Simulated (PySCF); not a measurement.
## UHF on S³⁺ (sulfur, charge +3)

Configuration: [Ne] 3s2 3p1, 2P determinant. Calculation: PySCF 2.14, in x2c-QZVPPall (9s6p4d2f1g, 70 functions); the spin-free X2C one-electron Hamiltonian (Gaussian nucleus).

| Quantity | Value |
| --- | --- |
| Total energy | -396.169309 hartree |
| One-electron energy | -528.1434 hartree |
| Hartree (Coulomb) energy | 156.0778 hartree |
| Exchange energy | -24.1036 hartree |
| ⟨S²⟩ | 0.7618 |
| ⟨L²⟩ | 2.036 |
| Sum of ⟨r⟩ | 8.517 bohr |
| Sum of ⟨r²⟩ | 10.59 bohr² |
| Traceless quadrupole moment −½Σ⟨3z² − r²⟩ along its main axis | -1.32 e·bohr² |
| Langevin diamagnetic susceptibility | -8.39 ×10⁻⁶ cm³/mol |

```json
{"shell": "1s α", "electrons": "1", "mean orbital energy (hartree)": "-93.89102", "spread (hartree)": "0", "rms radius, mean of both spins (bohr)": "0.112"}
{"shell": "1s β", "electrons": "1", "mean orbital energy (hartree)": "-93.87678", "spread (hartree)": "0", "rms radius, mean of both spins (bohr)": "0.112"}
{"shell": "2s α", "electrons": "1", "mean orbital energy (hartree)": "-10.59713", "spread (hartree)": "0", "rms radius, mean of both spins (bohr)": "0.514"}
{"shell": "2s β", "electrons": "1", "mean orbital energy (hartree)": "-10.58359", "spread (hartree)": "0", "rms radius, mean of both spins (bohr)": "0.514"}
{"shell": "2p α", "electrons": "3", "mean orbital energy (hartree)": "-8.22489", "spread (hartree)": "0.02530", "rms radius, mean of both spins (bohr)": "0.490"}
{"shell": "2p β", "electrons": "3", "mean orbital energy (hartree)": "-8.19975", "spread (hartree)": "0.03046", "rms radius, mean of both spins (bohr)": "0.490"}
{"shell": "3s α", "electrons": "1", "mean orbital energy (hartree)": "-2.18621", "spread (hartree)": "0", "rms radius, mean of both spins (bohr)": "1.64"}
{"shell": "3s β", "electrons": "1", "mean orbital energy (hartree)": "-2.05738", "spread (hartree)": "0", "rms radius, mean of both spins (bohr)": "1.64"}
{"shell": "3p α", "electrons": "1", "mean orbital energy (hartree)": "-1.72918", "spread (hartree)": "0", "rms radius, mean of both spins (bohr)": "1.79"}
```

Densities and radii are taken from the X2C orbitals without a picture-change correction, which distorts them close to the nucleus.

Spin-orbit constants ζ (cm⁻¹) from the X2C one-electron operator on these orbitals: bare nucleus, nucleus screened by l(l+1)(2l+1)/3 electrons, and screened by the Breit-Pauli mean field of the electrons.

```json
{"shell": "2p", "bare": "7581", "screened nucleus": "6634", "mean field": "6212"}
{"shell": "3p", "bare": "711.5", "screened nucleus": "622.6", "mean field": "577.1"}
```

To first order the Landé constant is A = 577.1 cm⁻¹, so the lowest level has J = 1/2 and lies 0.0715 eV below the centre of the term.
